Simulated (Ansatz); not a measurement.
A nudged elastic band was laid between two geometries of CH6GeO + H2 (11 atoms, charge 0, multiplicity 1).

These are results of RKS PBE0/def2-SVP (Ansatz 0.2.0), not measurements.

* movable images: 5
* climbing image: yes
* spring: 5.0 eV/Å²
* optimiser: quadratic models (default)
* start path: through a guess of the saddle point
* force threshold: 0.05 eV/Å
* iteration limit: 60
* end points: relaxed

Image 0:

```xyz
11
Properties=species:S:1:pos:R:3
Ge -0.283 0.236 0.246
C -0.207 0.369 2.176
H -1.222 0.320 2.596
H 0.391 -0.452 2.597
H 0.248 1.327 2.468
H 1.122 0.337 -0.396
O -1.279 1.629 -0.268
H -1.396 1.673 -1.222
H -0.954 -1.079 -0.218
H 1.320 -2.928 0.690
H 1.606 -2.945 1.395
```

Image 6:

```xyz
11
Properties=species:S:1:pos:R:3
Ge -0.116 -0.569 -1.449
C 0.277 0.131 3.369
H -0.126 -0.079 2.368
H -0.541 0.409 4.048
H 1.002 0.955 3.316
H 1.203 0.233 -1.436
O -1.053 -0.248 0.041
H -1.279 0.682 0.151
H -0.951 -0.180 -2.689
H 0.150 -2.079 -1.413
H 0.779 -0.766 3.757
```

Problem. What changes between the two ends?

Solution. Bonds broken: Ge1–C2, H10–H11. Bonds formed: Ge1–H10, C2–H11. CH6GeO + H2 becomes CH4 + GeH4O.

Problem. Give the energies along the band, and the barrier.

Solution. The forces met the threshold. The highest image is number 2 of 0 to 6, 65.9 kcal/mol above the first end and 77.0 kcal/mol above the last; the last end lies 11.1 kcal/mol below the first. Neighbouring images differ by up to 2.9 eV, so the band resolves the path poorly. A vibrational analysis at the climbing image gives one clearly imaginary mode, 1560i cm⁻¹: a first-order saddle point. The orbitals stay closed-shell, which can raise the energy where a bond breaks towards radicals; this wasn't checked here.

```
image  path coordinate (Å)  energy (kcal/mol)  Ge1–C2 (Å)  H10–H11 (Å)  Ge1–H10 (Å)
    0                 0.00                0.0        1.94         0.76         3.58
    1                 1.71                2.7        1.96         0.76         2.86
    2                 3.42               65.9        2.28         1.17         1.82
    3                 5.10               -0.1        3.28         1.70         1.55
    4                 6.77               -9.7        3.99         2.54         1.53
    5                 8.44              -10.9        4.45         3.88         1.53
    6                10.12              -11.1        4.88         5.37         1.53
```

Problem. What is the geometry of the highest image?

Solution. 
```xyz
11
Properties=species:S:1:pos:R:3
Ge 0.143 -0.291 -0.072
C -0.069 -0.070 2.189
H -1.163 -0.026 2.253
H 0.304 -0.680 3.032
H 0.366 0.935 2.260
H 1.492 0.192 -0.600
O -0.734 1.291 -0.247
H -1.690 1.200 -0.173
H -0.868 -1.298 -0.645
H 1.013 -1.731 0.625
H 0.551 -1.034 1.442
```

The run took 6.3 min on 2 threads of Arm Neoverse V1, on a shared host, peak memory 0.22 GiB.
